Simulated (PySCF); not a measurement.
Species: phenylvinylnitrile, C₉H₇N.
Atom-mapped SMILES: `[N:1]#[C:2]/[CH:3]=[CH:4]\[c:5]1[cH:6][cH:7][cH:8][cH:9][cH:10]1` (hydrogens: H11 on C3; H12 on C4; H13 on C6; H14 on C7; H15 on C8; H16 on C9; H17 on C10)

The same species was optimised twice, with GFN2-xTB and with PBE0-D3(BJ)/def2-SVP (PySCF), and the same property calculations (PySCF, gas phase) were run on both structures.

```
     coordinate  GFN2-xTB  PBE0-D3(BJ)/def2-SVP  change
      C2–C3 (Å)     1.403                 1.422  +0.019
      N1≡C2 (Å)     1.149                 1.161  +0.012
     C9–C10 (Å)     1.380                 1.390  +0.010
      C7–C8 (Å)     1.386                 1.396  +0.010
      C5–C6 (Å)     1.398                 1.407  +0.009
      C4–C5 (Å)     1.450                 1.459  +0.009
      C6–C7 (Å)     1.381                 1.390  +0.009
      C8–C9 (Å)     1.386                 1.394  +0.008
      C3=C4 (Å)     1.344                 1.352  +0.008
     C5–C10 (Å)     1.400                 1.407  +0.007
   N1–C2–C3 (°)     175.4                 178.0    +2.6
   C3–C4–C5 (°)     129.3                 130.9    +1.6
   C2–C3–C4 (°)     127.9                 126.7    -1.2
  C4–C5–C10 (°)     117.9                 117.4    -0.5
   C4–C5–C6 (°)     123.8                 124.3    +0.5
  C8–C9–C10 (°)     120.0                 119.8    -0.2
  C5–C10–C9 (°)     121.0                 121.2    +0.2
   C5–C6–C7 (°)     120.5                 120.4    -0.1
C3–C4–C5–C6 (°)         3                     2      -1
```

Rotational constants: A = 3191, B = 884.2, C = 692.6 MHz (GFN2-xTB) against A = 3143, B = 869.7, C = 681.3 MHz (PBE0-D3(BJ)/def2-SVP).

On the GFN2-xTB structure: HOMO (eV) -7.16 [PBE0/pcSseg-1]; LUMO (eV) -2.19 [PBE0/pcSseg-1]; dipole (D) 4.20 [PBE0/pcSseg-1]; GIAO shielding of N1 (ppm) -68.3 [PBE0/pcSseg-1]; GIAO shielding of C2 (ppm) 63.3 [PBE0/pcSseg-1]; GIAO shielding of C3 (ppm) 88.3 [PBE0/pcSseg-1]; GIAO shielding of C4 (ppm) 30.6 [PBE0/pcSseg-1]; GIAO shielding of C5 (ppm) 47.8 [PBE0/pcSseg-1]; GIAO shielding of C6/C10 (mean) (ppm) 50.8 [PBE0/pcSseg-1]; GIAO shielding of C7/C9 (mean) (ppm) 52.3 [PBE0/pcSseg-1]; GIAO shielding of C8 (ppm) 48.9 [PBE0/pcSseg-1].

Task: What do these properties become on the PBE0-D3(BJ)/def2-SVP structure?

Result: 
```csv
property,level,on GFN2-xTB,on PBE0-D3(BJ)/def2-SVP,change
HOMO (eV),PBE0/pcSseg-1,-7.16,-7.16,0.00
LUMO (eV),PBE0/pcSseg-1,-2.19,-2.22,-0.03
dipole (D),PBE0/pcSseg-1,4.20,4.22,+0.02
"energy, GFN2-xTB geometry as zero (kcal/mol)",PBE0/pcSseg-1,0.0,-0.5,-0.5
GIAO shielding of N1 (ppm),PBE0/pcSseg-1,-68.3,-71.6,-3.3
GIAO shielding of C2 (ppm),PBE0/pcSseg-1,63.3,61.2,-2.1
GIAO shielding of C3 (ppm),PBE0/pcSseg-1,88.3,85.6,-2.7
GIAO shielding of C4 (ppm),PBE0/pcSseg-1,30.6,27.9,-2.7
GIAO shielding of C5 (ppm),PBE0/pcSseg-1,47.8,46.2,-1.6
GIAO shielding of C6/C10 (mean) (ppm),PBE0/pcSseg-1,50.8,48.1,-2.7
GIAO shielding of C7/C9 (mean) (ppm),PBE0/pcSseg-1,52.3,50.0,-2.3
GIAO shielding of C8 (ppm),PBE0/pcSseg-1,48.9,46.5,-2.4
```

The heavy atoms differ by 0.030 Å rms after alignment. Among bonds between heavy atoms C2–C3 changes most (+0.019 Å). Changes are differences of the printed values. Neither structure is proved a minimum here.

The values belong to the conformer `[N:1]#[C:2]/[CH:3]=[CH:4]\[c:5]1[cH:6][cH:7][cH:8][cH:9][cH:10]1`: C3–C4–C5–C6 2°.
